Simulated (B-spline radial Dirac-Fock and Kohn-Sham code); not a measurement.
**L2 emission of In³⁺**

System: indium as In³⁺, [Kr] 4d10, inside a Watson sphere of charge -3 and radius 1.6 Å (a model of the Madelung potential; inside it an electron's potential energy is raised by 27.0 eV).

Method: one-electron (LDA, Dirac) transition rates at Dirac-Fock energies. Computed with a radial B-spline solver.

| line | multipole | energy (eV) | width (meV) | share (%) |
| --- | --- | --- | --- | --- |
| Lη (L2-M1) | E1 | 3110.3 | 3.85 | 2.37 |
| L2-M3 | E2 | 3272.1 | 0.0470 | 0.0288 |
| Lβ1 (L2-M4) | E1 | 3488.3 | 141 | 86.8 |
| Lγ5 (L2-N1) | E1 | 3809.2 | 0.801 | 0.492 |
| Lγ1 (L2-N4) | E1 | 3923.8 | 16.8 | 10.3 |

The listed lines hold 100.0 % of the radiative rate. The radiative width is 0.163 eV in the length form and 0.166 eV in the velocity form; the two differ because the transition energies are not eigenvalue differences of the potential that gave the orbitals.
